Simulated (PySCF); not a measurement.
Record of a relaxation.

Compound: C₂H₈GeO₂.
SMILES with atom numbers: `[CH3:1][O:2][GeH2:3][O:4][CH3:5]` (hydrogens: H6, H7, H8 on C1; H9, H10 on Ge3; H11, H12, H13 on C5)

Method: PBE0-D3(BJ)/def2-SVP geometry optimisation, gas phase (PySCF); density fitting, grid level 1; the optimiser is geomeTRIC in internal coordinates, started from a GFN2-xTB structure. 10 of its 13 geometries are shown. The frame can shift and turn from step to step; on so coarse a grid that alone can change the energy by a few meV, and forces under 0.02 eV/Å are noise.

Step 0: E = -62791.0262 eV, largest atomic force 1.272 eV/Å
```
atom  x, y, z in Å  |  force x, y, z in eV/Å
C1      2.324    0.479   -0.106   -0.584  -0.691   0.560
O2      1.656   -0.497    0.673    1.179   0.273  -0.391
Ge3    -0.026   -0.562    1.070   -0.419   0.176  -0.059
O4     -0.854   -0.232   -0.447   -0.422   0.086  -0.521
C5     -2.234   -0.013   -0.648    1.152  -0.168   0.220
H6      2.468    1.402    0.459    0.114   0.401   0.167
H7      1.772    0.704   -1.020   -0.159   0.115  -0.365
H8      3.299    0.065   -0.367    0.316  -0.013  -0.128
H9     -0.166   -1.975    1.546   -0.250  -0.673   0.240
H10    -0.464    0.483    2.082   -0.123   0.375   0.321
H11    -2.787   -0.953   -0.621   -0.330  -0.343  -0.024
H12    -2.652    0.663    0.101   -0.277   0.316   0.264
H13    -2.346    0.437   -1.636   -0.196   0.146  -0.283
```

Step 1: E = -62791.1143 eV, largest atomic force 0.387 eV/Å
```
atom  x, y, z in Å  |  force x, y, z in eV/Å
C1      2.315    0.483   -0.098   -0.304  -0.125   0.145
O2      1.694   -0.518    0.671    0.245  -0.055  -0.031
Ge3    -0.018   -0.593    1.059   -0.127   0.036   0.121
O4     -0.835   -0.268   -0.478   -0.127   0.012  -0.241
C5     -2.204   -0.012   -0.646    0.338  -0.076   0.171
H6      2.435    1.421    0.474    0.024   0.044  -0.017
H7      1.743    0.702   -1.016    0.032   0.038  -0.032
H8      3.314    0.121   -0.384    0.020   0.021  -0.011
H9     -0.237   -2.032    1.569   -0.006   0.128  -0.053
H10    -0.460    0.505    2.062    0.043  -0.055  -0.039
H11    -2.806   -0.937   -0.580   -0.056   0.000  -0.004
H12    -2.596    0.706    0.099   -0.047   0.026   0.000
H13    -2.355    0.421   -1.647   -0.035   0.007  -0.010
```

Step 3: E = -62791.1367 eV, largest atomic force 0.172 eV/Å
```
atom  x, y, z in Å  |  force x, y, z in eV/Å
C1      2.264    0.481   -0.078    0.060   0.149  -0.060
O2      1.718   -0.570    0.668   -0.043  -0.107   0.020
Ge3    -0.007   -0.624    1.029    0.003   0.013   0.034
O4     -0.797   -0.328   -0.535    0.088  -0.031  -0.023
C5     -2.150   -0.009   -0.637   -0.164   0.051   0.011
H6      2.342    1.417    0.511   -0.012  -0.027  -0.001
H7      1.679    0.700   -0.989    0.005  -0.021   0.019
H8      3.283    0.198   -0.388   -0.019  -0.010   0.019
H9     -0.283   -2.037    1.560    0.016  -0.001  -0.005
H10    -0.433    0.506    1.995   -0.007   0.004  -0.015
H11    -2.807   -0.887   -0.480    0.026   0.012   0.002
H12    -2.467    0.776    0.081    0.025  -0.017  -0.013
H13    -2.352    0.376   -1.650    0.023  -0.015   0.012
```

Step 4: E = -62791.1388 eV, largest atomic force 0.106 eV/Å
```
atom  x, y, z in Å  |  force x, y, z in eV/Å
C1      2.259    0.486   -0.072    0.060   0.077  -0.015
O2      1.721   -0.584    0.659   -0.047  -0.045  -0.015
Ge3    -0.005   -0.634    1.016    0.018   0.001   0.006
O4     -0.796   -0.350   -0.551    0.045  -0.025   0.012
C5     -2.146   -0.007   -0.634   -0.098   0.040  -0.009
H6      2.322    1.414    0.530   -0.011  -0.012   0.004
H7      1.676    0.708   -0.983   -0.004  -0.015   0.004
H8      3.282    0.217   -0.379   -0.004  -0.005   0.010
H9     -0.282   -2.042    1.556    0.012  -0.018   0.006
H10    -0.430    0.505    1.970   -0.011   0.015  -0.002
H11    -2.817   -0.867   -0.442    0.014   0.000   0.002
H12    -2.433    0.802    0.068    0.016  -0.005  -0.003
H13    -2.359    0.354   -1.653    0.012  -0.008   0.001
```

Step 5: E = -62791.1410 eV, largest atomic force 0.077 eV/Å
```
atom  x, y, z in Å  |  force x, y, z in eV/Å
C1      2.257    0.496   -0.062    0.012  -0.051   0.056
O2      1.724   -0.602    0.636   -0.020   0.046  -0.057
Ge3    -0.003   -0.653    0.995    0.023  -0.008  -0.019
O4     -0.806   -0.392   -0.571   -0.037  -0.007   0.043
C5     -2.148   -0.004   -0.631    0.040   0.002  -0.024
H6      2.293    1.407    0.565   -0.004   0.015   0.002
H7      1.683    0.727   -0.976   -0.004   0.003  -0.017
H8      3.289    0.249   -0.356    0.011   0.003  -0.001
H9     -0.271   -2.056    1.552    0.005  -0.018   0.010
H10    -0.429    0.501    1.930   -0.009   0.013   0.008
H11    -2.839   -0.831   -0.376   -0.010  -0.008   0.002
H12    -2.381    0.847    0.039   -0.004   0.011   0.007
H13    -2.378    0.313   -1.660   -0.005   0.002  -0.010
```

Step 7: E = -62791.1436 eV, largest atomic force 0.102 eV/Å
```
atom  x, y, z in Å  |  force x, y, z in eV/Å
C1      2.260    0.513   -0.048   -0.036  -0.085   0.043
O2      1.720   -0.615    0.593    0.024   0.053  -0.034
Ge3    -0.001   -0.685    0.972   -0.002   0.009  -0.001
O4     -0.837   -0.457   -0.581   -0.064  -0.002   0.024
C5     -2.160   -0.001   -0.631    0.097  -0.024  -0.012
H6      2.248    1.407    0.603    0.000   0.018  -0.004
H7      1.723    0.756   -0.982    0.005   0.010  -0.010
H8      3.309    0.294   -0.301    0.010   0.011  -0.002
H9     -0.231   -2.085    1.554   -0.002   0.006  -0.007
H10    -0.429    0.481    1.895    0.005  -0.008   0.004
H11    -2.885   -0.767   -0.295   -0.013  -0.002  -0.001
H12    -2.322    0.908   -0.019   -0.013   0.006   0.004
H13    -2.404    0.251   -1.675   -0.011   0.008  -0.004
```

Step 8: E = -62791.1441 eV, largest atomic force 0.046 eV/Å
```
atom  x, y, z in Å  |  force x, y, z in eV/Å
C1      2.259    0.518   -0.046   -0.022  -0.029   0.007
O2      1.719   -0.615    0.583    0.019   0.012  -0.006
Ge3     0.001   -0.695    0.970   -0.005   0.016   0.009
O4     -0.847   -0.476   -0.577   -0.032  -0.012   0.005
C5     -2.161    0.000   -0.632    0.045  -0.007  -0.003
H6      2.222    1.414    0.603   -0.001   0.007  -0.004
H7      1.739    0.755   -0.991    0.004   0.003   0.000
H8      3.315    0.313   -0.277    0.003   0.006   0.003
H9     -0.216   -2.096    1.555   -0.002   0.008  -0.010
H10    -0.429    0.470    1.895    0.005  -0.009   0.000
H11    -2.899   -0.747   -0.281   -0.003   0.001  -0.003
H12    -2.307    0.923   -0.036   -0.007  -0.001   0.002
H13    -2.404    0.238   -1.679   -0.004   0.006   0.001
```

Step 9: E = -62791.1443 eV, largest atomic force 0.034 eV/Å
```
atom  x, y, z in Å  |  force x, y, z in eV/Å
C1      2.253    0.521   -0.046    0.000   0.026  -0.022
O2      1.719   -0.613    0.582    0.005  -0.024   0.016
Ge3     0.002   -0.703    0.973   -0.002   0.016   0.009
O4     -0.850   -0.491   -0.572    0.004  -0.021  -0.006
C5     -2.157    0.002   -0.633   -0.014   0.015   0.002
H6      2.189    1.424    0.591   -0.003  -0.003  -0.002
H7      1.750    0.742   -1.005    0.002  -0.004   0.006
H8      3.318    0.332   -0.255   -0.003   0.000   0.006
H9     -0.205   -2.105    1.556    0.000   0.003  -0.006
H10    -0.430    0.459    1.899    0.002  -0.005  -0.001
H11    -2.906   -0.733   -0.280    0.005   0.000  -0.004
H12    -2.294    0.930   -0.043    0.000  -0.006   0.000
H13    -2.396    0.238   -1.682    0.004   0.002   0.003
```

Step 11: E = -62791.1444 eV, largest atomic force 0.042 eV/Å
```
atom  x, y, z in Å  |  force x, y, z in eV/Å
C1      2.240    0.523   -0.049    0.013   0.035  -0.021
O2      1.722   -0.610    0.593   -0.005  -0.023   0.015
Ge3     0.004   -0.712    0.981    0.003   0.007  -0.001
O4     -0.847   -0.504   -0.566    0.016  -0.018  -0.004
C5     -2.146    0.005   -0.634   -0.034   0.021   0.002
H6      2.135    1.440    0.563   -0.002  -0.006   0.002
H7      1.755    0.708   -1.025   -0.001  -0.005   0.004
H8      3.315    0.361   -0.226   -0.003  -0.004   0.004
H9     -0.196   -2.116    1.560    0.002  -0.004   0.001
H10    -0.434    0.446    1.907   -0.004   0.002   0.000
H11    -2.907   -0.724   -0.297    0.006  -0.002  -0.004
H12    -2.279    0.928   -0.036    0.004  -0.005   0.001
H13    -2.372    0.256   -1.683    0.006   0.000   0.001
```

Step 12: E = -62791.1445 eV, largest atomic force under 0.02 eV/Å
```
atom  x, y, z in Å  |  force x, y, z in eV/Å
C1      2.236    0.524   -0.050    0.003   0.001   0.001
O2      1.723   -0.609    0.600   -0.003   0.002   0.001
Ge3     0.004   -0.714    0.983    0.003   0.003  -0.004
O4     -0.844   -0.507   -0.566   -0.001  -0.011   0.001
C5     -2.141    0.006   -0.636   -0.003   0.007  -0.001
H6      2.120    1.445    0.554    0.000   0.000   0.001
H7      1.755    0.695   -1.029   -0.001   0.000  -0.001
H8      3.313    0.368   -0.218    0.001  -0.001   0.000
H9     -0.195   -2.118    1.563    0.001  -0.002   0.002
H10    -0.439    0.445    1.907   -0.003   0.001   0.001
H11    -2.906   -0.725   -0.310    0.000  -0.002  -0.003
H12    -2.275    0.924   -0.028    0.000  -0.001   0.002
H13    -2.361    0.268   -1.683    0.001   0.002  -0.001
```

Question: Summarise the path.

Answer: The energy falls by 0.1183 eV from step 0 to step 12; nine tenths of that is first reached at step 3. It falls at every step. The largest force goes from 1.272 to under 0.02 eV/Å. Among the bonds O2–Ge3 changes most (a near tie, within 0.001 Å, with another), from 1.729 to 1.764 Å; the atoms move by 0.260 Å rms after alignment.

What follows is the cost of the whole optimisation. Time: 83 s of wall time; peak memory 0.47 GiB. Hardware: one thread, Arm Neoverse V1 (aarch64), on a shared host.
